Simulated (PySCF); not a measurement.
# Name the molecule from its bond curve

A diatomic of charge +1 contains Zn. Its singlet curve at PBE0 in a double-zeta basis (no relativity, PySCF), in eV from the separated fragments:

R (Å), E (eV) and a bar:
```
    2.128     -0.846 ##########################
    2.228     -0.991 ############
    2.326     -1.073 ####
    2.401     -1.103 #
    2.475     -1.111 
    2.549     -1.103 #
    2.648     -1.074 ####
    2.772     -1.016 #########
    2.921     -0.931 ##################
    3.119     -0.806 ##############################
```

The fit gives ωe = 358 cm⁻¹ and the rotational constant Bₑ = 0.4360 cm⁻¹.

Q: Which atom is the partner?

A: The minimum lies at 2.473 Å, so the reduced mass is 16.8576 u Å² cm⁻¹/(Bₑ·Re²) = 6.322 u. With Zn at 63.93 u the partner weighs about 7.0 u: Li. The molecule is LiZn⁺.

Closed-shell solutions of metal pairs were not tested for spin polarisation, which can lower them a little.
